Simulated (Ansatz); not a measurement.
Calculated with Ansatz (gas phase, PBE0-D4/def2-TZVP geometries, no zero-point term in ΔE). CCSD(T)/CBS adds triple-zeta CCSD(T) − MP2 to the extrapolated MP2 energy (def2 sets, frozen cores). This one scheme is used for every species. DFT in def2-TZVPP. One conformer a species, not always the lowest.

Reaction (formal exchange of groups at the Si–Si bond): `C[Si@H](O)[Si@H](O)F` + `ClCCl` → `O[SiH](F)CCl` + `C[SiH](O)Cl`

| level | ΔE (kJ/mol) |
| --- | --- |
| PBE | -184.0 |
| BLYP | -188.4 |
| CAM-B3LYP | -205.6 |
| MP2/CBS(def2) | -218.9 |

Problem. What does CCSD(T)/CBS give? (Best estimate.)

Solution. Ansatz gave: -209.2 kJ/mol. The listed levels differ from it by 25.2, 20.8, 3.6, -9.7 kJ/mol.

Problem. What do rigid-rotor, harmonic-oscillator terms from PBE0-D4/def2-TZVP frequencies (298.15 K, 1 bar) make of the CCSD(T)/CBS value? (Estimate.)

Solution. Computed: ΔZPE = +1.0 kJ/mol, ΔH = -209.3 kJ/mol, ΔS = -7 J/(mol·K), ΔG = -207.3 kJ/mol. Modes under 50 cm⁻¹ make the entropy rough.

Largest T1 diagnostic among the species: 0.012.

Leaving LDA and LC-ωPBE aside and taking each functional with its dispersion term where it has one, the values, not all of them listed here, spread over 29.8 kJ/mol, from ωB97M-V to revPBE-D4. LDA lies −7.1 kJ/mol from PBE without D4. At CCSD(T), def2-SVP lies +6.0 kJ/mol from the extrapolated value and def2-TZVPP +1.2 kJ/mol. From BLYP to BHLYP (50 % exact exchange), in def2-TZVPP and without D4, ΔE moves by −24.1 kJ/mol.
